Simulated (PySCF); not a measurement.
# NaTe, PBE0: how much the basis matters

PySCF, UKS reference; doublet, unpaired electrons π ↑; De to Na + Te without counterpoise correction.

```tsv
basis	relativity	functions	Re (Å)	ωe (cm⁻¹)	De (eV)	μ (D)
cc-pVDZ/cc-pVDZ-PP	scalar-relativistic core potentials	41	2.813	234	2.11	-8.07
def2-SVPD	scalar-relativistic core potentials	53	2.816	231	2.16	-8.40
aug-cc-pVDZ/aug-cc-pVDZ-PP	scalar-relativistic core potentials	59	2.816	231	2.13	-8.33
```

Problem. How does each smaller set differ from the one with most functions, aug-cc-pVDZ/aug-cc-pVDZ-PP?

Solution. cc-pVDZ/cc-pVDZ-PP: -0.3 pm, +1.3 % in ωe, -0.02 eV in De; def2-SVPD: +0.0 pm, +0.0 % in ωe, +0.03 eV in De. All at PBE0; the set with most functions is neither the basis-set limit nor always the best.

A positive dipole means Na(−)Te(+). These are scalar-relativistic numbers at best; spin–orbit coupling would shift them, the dissociation energy most. The state is the lowest determinant that a PBE0 search found; another state may lie lower at other levels.
